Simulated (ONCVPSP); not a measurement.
What one change does to a pseudopotential (V, ONCV)

- Element: V
- Generator: ONCVPSP 4.0.1
- Type: optimised norm-conserving Vanderbilt (ONCV)
- Functional: PW91
- Relativity: scalar-relativistic
- Frozen core: [Ne]
- Valence charge: 13
- Reference configuration: 3s2 3p6 3d3 4s1.5 4p0.5
- Partial waves: 3s+4s: rc 1.75 bohr, ncon 3, nbas 8, qcut 8.8 1/bohr, 2 projectors; 3p+4p: rc 2.05 bohr, ncon 3, nbas 7, qcut 8.3 1/bohr, 2 projectors; 3d: rc 1.85 bohr, ncon 5, nbas 10, qcut 7.3 1/bohr, 2 projectors, debl 1.6 Ha
- Local potential: polynomial inside 1.15 bohr (lpopt 2, dvloc0 3 Ha)
- Core correction: Teter function, fcfact 5.75, rcfact 1.35

Change: d: nproj 1.

Cutoffs: the cutoffs (Ha) at which the residual kinetic energy of the hardest occupied pseudo-wave falls to 1 and 0.1 mHa per electron; they do not see the model core or the augmentation charge, which bear on the density cutoff. Errors are all-electron minus pseudo energies relative to the spin-unpolarised reference configuration.

Task: What does the change do?

Result: The potential gets neither clearly harder nor softer (25 Ha and 69 Ha → 25 Ha and 69 Ha); the errors of the 4 common tests hardly move; the range in which the d phases agree narrows (upper end at the end of the scan → 0.8); neither file shows a bound ghost.

```tsv
quantity	base	changed
cutoff, loose	25 Ha	25 Ha
cutoff, tight	69 Ha	69 Ha
bound ghosts	none	none
GHOST(+) flags under 300 eV	none	none
error for 3s2 3p6 3d3 4s2 4p0, meV [ΔE -1.66 eV]	+0.1	+0.1
error for 3s2 3p6 3d3 4s1 4p0, meV [ΔE 6.13 eV]	0.0	-0.1
error for 3s2 3p6 3d3 4s0 4p0, meV [ΔE 20.45 eV]	+0.2	-0.4
error for 3s2 3p6 3d3 4s1 4p1, meV [ΔE 1.71 eV]	-0.1	-0.1
s: phases at 1.78 bohr within 0.05 rad from the reference energy up to (Ha; the scan ends near 5)	to the end of the scan	to the end of the scan
p: phases at 2.08 bohr within 0.05 rad from the reference energy up to (Ha; the scan ends near 5)	to the end of the scan	to the end of the scan
d: phases at 1.88 bohr within 0.05 rad from the reference energy up to (Ha; the scan ends near 5)	to the end of the scan	0.8
rms error of d²Exc/dni dnj with the model core, mHa	1.17	1.17
```
